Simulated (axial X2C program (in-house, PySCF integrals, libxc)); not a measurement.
SrBr⁺: cheaper levels and CCSD(T), two-component

Calculated with an in-house all-electron X2C program for linear molecules (integrals from PySCF). Two-component (2c) means X2C with spin–orbit coupling and atomic mean-field two-electron Coulomb and Gaunt terms. Basis: Sr dyall-cv3z [13s12p8d5f1g], Br dyall-cv3z [8s9p6d4f1g] (cores contracted in-house); Gaussian nuclei, density fitting, unrestricted open shells. Masses: Sr 87.906 u, Br 78.918 u.

State: Ω = 0 (closed shell); fragments Sr+ + Br.

```json
{"level": "PBE0", "Re (Å)": "2.606", "ωe (cm⁻¹)": "267.8", "De (eV)": "3.80"}
{"level": "HF", "Re (Å)": "2.672", "ωe (cm⁻¹)": "257.0", "De (eV)": "2.58"}
{"level": "MP2", "Re (Å)": "2.676", "ωe (cm⁻¹)": "254.7", "De (eV)": "3.67"}
{"level": "CCSD", "Re (Å)": "2.676", "ωe (cm⁻¹)": "254.6", "De (eV)": "3.52"}
{"level": "BHandHLYP", "Re (Å)": "2.628", "ωe (cm⁻¹)": "265.1", "De (eV)": "n/a"}
```

Correlated methods: 8 electrons correlated (number of frozen shells: Sr 4 s, 3 p, 1 d; Br 3 s, 2 p, 1 d), 278 virtual spin orbitals or spinors in MP2, 78 natural virtuals in coupled cluster.

CCSD(T), same Hamiltonian and basis:

Re = 2.678 Å, ωe = 253.8 cm⁻¹, De = 3.60 eV; T1 = 0.007 (Lee–Taylor normalisation).

Task: Give the differences from CCSD(T) in the columns below.

Result: 

```tsv
level	ΔRe (Å)	Δωe (cm⁻¹)	ΔDe (eV)
PBE0	-0.072	14.0	0.20
HF	-0.006	3.2	-1.02
MP2	-0.002	0.9	0.07
CCSD	-0.002	0.8	-0.08
BHandHLYP	-0.050	11.3	n/a
```

The state is a single determinant with fixed occupations, the lowest that a limited PBE0 search found. The closed shell is kept restricted, so the energy runs too high when the bond is stretched far. Dissociation energies refer to the lowest single-determinant-based atoms at the same level and basis. De is not given where an atomic determinant may have missed its ground term or J level, or where the truncated virtual space spoils (T). Coupled cluster ran in a truncated set of natural virtual spinors; the MP2 energy of the rest was added. (T) has no such correction and the atoms are truncated less, which lowers De at CCSD(T) by a hundredth of an eV or more. The functionals have no current-density term, which raises determinants with orbital currents, atoms included. The outer-core s and p shells of the metal are frozen in the correlated rows, which leaves out core–valence correlation; for alkali and alkaline-earth bonds that tends to lengthen them. With the outer-core shells frozen, correlated bond lengths of heavy atoms tend to come out a few hundredths of an ångström too long.
